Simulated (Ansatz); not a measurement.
Consider the cleavage of the B–B bond: `CBB(C)F` + `CCS` → `CBSCC` + `CBF`.

Calculated with Ansatz (gas phase, PBE0-D4/def2-TZVP geometries, no zero-point term in ΔE). CBS: MP2 limit from def2 TZ/QZ plus the TZ coupled-cluster correction, frozen cores. This one scheme is used for every species. Functionals use def2-TZVPP. B3LYP here is the variant with VWN-RPA as its local correlation; programs differ in this. One conformer a species, not always the lowest.

`CBB(C)F`:

```xyz
12

C     0.299   -1.018   -1.651
B     0.773   -0.710   -0.199
B     0.441    0.720    0.638
C    -0.885    1.011    1.418
F     1.357    1.702    0.627
H    -0.630   -1.598   -1.510
H     0.038   -0.157   -2.268
H     0.967   -1.683   -2.203
H     1.335   -1.599    0.390
H    -0.717    1.651    2.289
H    -1.428    0.115    1.727
H    -1.550    1.566    0.742
```

`CCS`:

Z-matrix (Å, degrees):
```
C
C 1 1.514
H 1 1.094 2 110.6
H 1 1.091 2 111.0 3 120.4
H 1 1.093 2 111.0 3 -119.6
S 2 1.813 1 114.1 3 -177.2
H 2 1.092 1 111.5 3 58.7
H 2 1.093 1 110.8 3 -60.2
H 6 1.343 2 96.8 1 -62.2
```

`CBSCC`:

Z-matrix (Å, degrees):
```
C
B 1 1.561
H 1 1.096 2 109.7
H 1 1.091 2 114.9 3 -122.4
H 1 1.096 2 109.6 3 115.3
S 2 1.768 1 120.3 3 122.6
H 2 1.199 1 121.6 3 -57.4
C 6 1.822 2 104.8 1 180.0
C 8 1.514 6 110.3 2 -179.7
H 8 1.090 6 108.0 2 58.7
H 8 1.090 6 108.0 2 -58.1
H 9 1.092 8 111.2 6 60.2
H 9 1.093 8 110.2 6 -180.0
H 9 1.092 8 111.2 6 -60.1
```

`CBF`:

Cartesian coordinates in Å:
```
C -0.369 0.051 -0.579
B 0.459 -0.057 0.731
F 1.314 -1.056 0.908
H -0.177 -0.752 -1.292
H -0.168 1.013 -1.062
H -1.438 0.069 -0.339
H 0.378 0.733 1.633
```

```json
{"level": "PBE-D4", "ΔE (kJ/mol)": "-129.8", "difference from CCSD(T)/CBS": "1.5"}
{"level": "r2SCAN-D4", "ΔE (kJ/mol)": "-133.4", "difference from CCSD(T)/CBS": "-2.1"}
{"level": "PBE0-D4", "ΔE (kJ/mol)": "-129.2", "difference from CCSD(T)/CBS": "2.1"}
{"level": "B3LYP-D4", "ΔE (kJ/mol)": "-128.5", "difference from CCSD(T)/CBS": "2.8"}
{"level": "ωB97X-V", "ΔE (kJ/mol)": "-125.4", "difference from CCSD(T)/CBS": "5.9"}
{"level": "ωB97M-V", "ΔE (kJ/mol)": "-129.9", "difference from CCSD(T)/CBS": "1.4"}
{"level": "r2SCAN", "ΔE (kJ/mol)": "-133.1", "difference from CCSD(T)/CBS": "-1.8"}
{"level": "PBE0", "ΔE (kJ/mol)": "-128.1", "difference from CCSD(T)/CBS": "3.2"}
{"level": "B3LYP", "ΔE (kJ/mol)": "-126.0", "difference from CCSD(T)/CBS": "5.3"}
{"level": "HF/def2-TZVPP", "ΔE (kJ/mol)": "-122.2", "difference from CCSD(T)/CBS": "9.1"}
{"level": "MP2/def2-TZVPP", "ΔE (kJ/mol)": "-140.7", "difference from CCSD(T)/CBS": "-9.4"}
{"level": "CCSD(T)/def2-TZVPP", "ΔE (kJ/mol)": "-131.4", "difference from CCSD(T)/CBS": "-0.1"}
{"level": "MP2/def2-QZVPP", "ΔE (kJ/mol)": "-140.5", "difference from CCSD(T)/CBS": "-9.2"}
{"level": "SCS-MP2/def2-QZVPP", "ΔE (kJ/mol)": "-134.6", "difference from CCSD(T)/CBS": "-3.3"}
{"level": "MP2/CBS(def2)", "ΔE (kJ/mol)": "-140.6", "difference from CCSD(T)/CBS": "-9.3"}
{"level": "CCSD/CBS(def2)", "ΔE (kJ/mol)": "-127.3", "difference from CCSD(T)/CBS": "4.0"}
{"level": "CCSD(T)/CBS", "ΔE (kJ/mol)": "-131.3", "difference from CCSD(T)/CBS": "0"}
```

Largest T1 diagnostic among the species: 0.012.

In def2-TZVPP, CCSD(T) changes the Hartree–Fock value by −9.2 kJ/mol (the triples alone add −4.0 kJ/mol) and MP2 by −18.5 kJ/mol.
